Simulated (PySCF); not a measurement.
**Stretching SrF**

Set-up: basis Sr def2-SVP with ECP28, F def2-SVP; scalar-relativistic core potentials; PySCF 2.14. Energies in eV from Sr + F in their ground configurations at the same level. State: ²Σ⁺ (doublet), unpaired electrons σ ↑.

All columns are PBE0. A positive dipole means Sr(−)F(+).

| R (Å) | E (eV) | μ (D) | Mulliken charge on Sr (basis-dependent) | HOMO (eV) | LUMO (eV) | Mayer bond order | ⟨S²⟩ |
| --- | --- | --- | --- | --- | --- | --- | --- |
| 1.802 | -4.343 | -1.88 | 0.45 | -3.64 | -1.66 | 0.95 | 0.75 |
| 1.885 | -4.950 | -2.31 | 0.47 | -3.73 | -1.75 | 0.93 | 0.75 |
| 1.969 | -5.279 | -2.72 | 0.49 | -3.82 | -1.83 | 0.92 | 0.75 |
| 2.032 | -5.394 | -3.03 | 0.50 | -3.89 | -1.89 | 0.91 | 0.75 |
| 2.095 | -5.423 | -3.33 | 0.50 | -3.95 | -1.95 | 0.91 | 0.75 |
| 2.158 | -5.390 | -3.63 | 0.51 | -4.02 | -2.01 | 0.90 | 0.75 |
| 2.242 | -5.272 | -4.02 | 0.52 | -4.10 | -2.09 | 0.89 | 0.75 |
| 2.346 | -5.049 | -4.52 | 0.52 | -4.20 | -2.18 | 0.88 | 0.75 |
| 2.472 | -4.714 | -5.11 | 0.53 | -4.31 | -2.29 | 0.86 | 0.75 |
| 2.640 | -4.220 | -5.90 | 0.55 | -4.46 | -2.44 | 0.83 | 0.75 |

A fit through these points gives, at Re = 2.090 Å, μ = -3.30 D and dμ/dR = -4.78 D/Å; the reduced mass is 15.62 u.

**Question.** How strong is the fundamental in the double-harmonic approximation, I = 42.26·(dμ/dR)²/μred km/mol?

**Answer.** I = 42.26·(-4.78)²/15.62 = 61.8 km/mol at PBE0.

Spin–orbit coupling is left out. The state is the lowest determinant that a PBE0 search found; another state may lie lower at other levels.
